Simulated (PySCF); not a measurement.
C2Cl3F, SMILES ClC(=C(Cl)F)Cl. Atoms are numbered in the order given.

```xyz
6

F      1.9028    -0.6958     0.0000
C      0.5808    -0.6544     0.0000
Cl    -0.1657    -2.1995     0.0000
C     -0.0832     0.5157     0.0000
Cl    -1.8047     0.6075     0.0000
Cl     0.7874     2.0093     0.0000
```
Charge 0, spin multiplicity 1.

Coordinates come from a B3LYP-D3(BJ)/def2-SVP optimisation.

These are M06-2X/def2-TZVP (PySCF) values and carry that method's errors.

Atomic charges (e):

| atom | IAO | Löwdin |
|---|---|---|
| F1 | -0.24 | 0.22 |
| C2 | 0.25 | -0.68 |
| Cl3 | 0.04 | 0.45 |
| C4 | -0.12 | -0.83 |
| Cl5 | 0.04 | 0.42 |
| Cl6 | 0.03 | 0.42 |

Computed Mayer and Wiberg (Löwdin basis) orders of the bonds:
```csv
bond,Mayer,Wiberg
F1–C2,1.09,1.80
C2–Cl3,1.23,1.76
C2–C4,1.73,1.99
C4–Cl5,1.17,1.74
C4–Cl6,1.16,1.73
```
